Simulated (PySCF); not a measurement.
A calculated (UHF, PySCF 2.14, cc-pVTZ-DK, scalar relativity by spin-free X2C-1e) atom or ion has these occupied shells.

```
shell  electrons  orbital energy (eV)  rms radius, mean of both spins (bohr)
   1s          2              -128.79                                  0.483
   2s          2               -8.416                                   2.90
```

Problem. Name the element and its charge.

Solution. Be (beryllium, neutral), in [He] 2s2, closed-shell 1S.
